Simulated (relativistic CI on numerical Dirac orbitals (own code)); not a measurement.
Computed by Dirac-Coulomb-Breit CI, separate exchange-only KLI orbitals for each configuration, QED by a radiative potential, unscaled Slater integrals (own radial code, finite nucleus).

The strongest absorption lines from the ground level of an ion, among the configurations computed and to levels below about 1390 eV (vacuum wavelength in nm, gf): 0.97580 (0.64), 0.97631 (0.42), 0.99337 (0.93), 0.99425 (1.9), 0.99562 (1.7), 1.0001 (0.84), 1.0041 (0.43), 1.0147 (0.74).

(1) Which ion is it?
A. Cu22+
B. Ga24+
C. As26+
D. Cu20+

Results:

(1) A. Cu22+ has 7 electrons and the ground level 2s²2p³ ⁴S°3/2; the strongest line goes to 2s²2p²3d ⁴P3/2. The pattern of lines fixes the number of electrons, and along that sequence the line energies rise steadily with the charge (about as its square where n changes within one kind of shell, about linearly where n is kept but much faster in heavy ions where fine structure, which grows about as Z⁴, sets the gap, and irregularly where shells cross), which fixes Z. Configurations outside the model, such as inner-shell arrays, can give stronger lines. At this charge energies of transitions that change n are usually good to better than 1 %, and those within a shell (Δn = 0) to a few per cent.

LS names give the leading component of a level, which can be under half, so a name can repeat, a term be missing and a line seem to break the LS rules.
